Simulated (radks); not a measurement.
Question: The phosphorus anion P3-, [Ar], held by a Watson sphere: a shell of charge +3 at radius R that stands for the Madelung well of a crystal (potential energy -3/R inside, -3/r outside, in hartree with lengths in bohr). Calculated with a radial shooting solver on a logarithmic mesh with Libxc functionals: scalar-relativistic Kohn-Sham, PBE, spin-polarised, spherical densities, finite nucleus; Fermi nuclear charge, rms radius of each element as measured or else 0.836 A^(1/3) + 0.57 fm. Response by self-consistent Sternheimer equations with the Hartree and adiabatic LDA kernel, the relativistic mass of each level held fixed and spin-orbit coupling left out. The sphere does not respond.

| R (bohr) | e(2p) (eV) | e(3s) (eV) | e(3p) (eV) | <r> 3p (bohr) | sum of <r^2> (bohr^2) | X-ray form factor at sin(theta)/lambda = 0.2 1/angstrom | alpha (bohr^3) |
|---|---|---|---|---|---|---|---|
| 2.18 | -120.83 | -16.030 | -7.781 | 2.312 | 48.71 | 10.723 | 32.01 |
| 2.23 | -120.81 | -15.848 | -7.675 | 2.333 | 49.50 | 10.683 | 33.14 |
| 2.79 | -120.79 | -14.032 | -6.493 | 2.561 | 58.61 | 10.357 | 49.57 |
| 4.26 | -120.56 | -11.143 | -4.049 | 3.124 | 84.93 | 10.169 | 145.1 |

Estimate the row for R = 4.54 bohr.

Answer: e(2p) (eV) -120.47; e(3s) (eV) -10.832; e(3p) (eV) -3.723; <r> 3p (bohr) 3.228; sum of <r^2> (bohr^2) 90.52; X-ray form factor at sin(theta)/lambda = 0.2 1/angstrom 10.182; alpha (bohr^3) 176.7.
